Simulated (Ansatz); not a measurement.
Harmonic frequencies (cm⁻¹) at PBE0-D4/def2-TZVP from Ansatz: 144, 165, 478, 498, 664, 742, 789, 920, 940, 942, 1034, 1101, 1411, 2210, 2244, 2251, 3110, 3179.

Which molecule is it?
A. `[SiH3]CI`
B. `OC1=CN1`
C. `C=C=C1C=C1`
D. `BC[SiH2]F`

A.
